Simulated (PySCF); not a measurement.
C2H7ClOSi.
SMILES with atom numbers: `[CH3:1][CH2:2][O:3][SiH2:4][Cl:5]` (hydrogens: H6, H7, H8 on C1; H9, H10 on C2; H11, H12 on Si4)

Geometry (PBE0-D3(BJ)/def2-SVP, Å), atoms numbered from 1 in this order:
```
atom  x, y, z in Å
C1    -0.1663   -0.5687    0.5051
C2     1.1775   -0.8404   -0.1253
O3     2.1225    0.0889    0.3678
Si4    3.7472    0.0191    0.1027
Cl5    4.4916   -1.7905    0.7861
H6    -0.9191   -1.2786    0.1313
H7    -0.1039   -0.6687    1.5987
H8    -0.5025    0.4527    0.2734
H9     1.5088   -1.8697    0.1039
H10    1.1117   -0.7575   -1.2267
H11    4.3580    1.1226    0.8791
H12    4.0733    0.0922   -1.3489
```

Method: PySCF, TDDFT wB97X-D/def2-SVPD, vertical, gas phase, core orbitals frozen in the response.

Transition dipole moments from the ground state, in atomic units and in the frame of the coordinates above (overall signs are arbitrary), for the states with f of 0.002 or more among the lowest 6:

```csv
state,E (eV),μx,μy,μz
S1,7.812,-0.186,-0.091,-0.260
S2,7.918,0.079,-0.078,0.154
S3,8.172,-0.194,0.028,0.100
S4,8.270,0.302,-0.076,-0.026
S5,8.503,0.289,0.358,-0.028
S6,8.668,-0.010,0.032,-0.418
```

Task: What oscillator strength does each state have?

Result: f = (2/3) ΔE |μ|² with ΔE in hartree (27.2114 eV).

| state | \|μ\|² (au) | \|μ\| (D) | f |
| --- | --- | --- | --- |
| S1 | 0.110 | 0.84 | 0.021 |
| S2 | 0.036 | 0.48 | 0.007 |
| S3 | 0.048 | 0.56 | 0.010 |
| S4 | 0.098 | 0.80 | 0.020 |
| S5 | 0.212 | 1.17 | 0.044 |
| S6 | 0.176 | 1.07 | 0.037 |

Task: Which bond between heavy atoms lies closest to the direction of the S5 transition dipole?

Result: C2–O3, at 25° from it; next O3–Si4 at 54°.

Task: What angle do the transition dipoles of S4 and S5 make?

Result: |cos θ| = |μa·μb| / (|μa| |μb|) = 0.42, so θ ≈ 65° (taken between 0 and 90°, since the signs are arbitrary).

Task: What peak molar absorption coefficient would the strongest computed level give as a lone Gaussian band 0.3 eV wide at half height?

Result: ε(max) = 2.175×10⁸ f / FWHM, with the width in cm⁻¹. S5: 2.175×10⁸ × 0.0443 / 2420 ≈ 4000 L mol⁻¹ cm⁻¹.

One conformer stands for the species.

Without π bonds the low states may be Rydberg-like; a valence basis with one diffuse set may place them up to an eV too high.
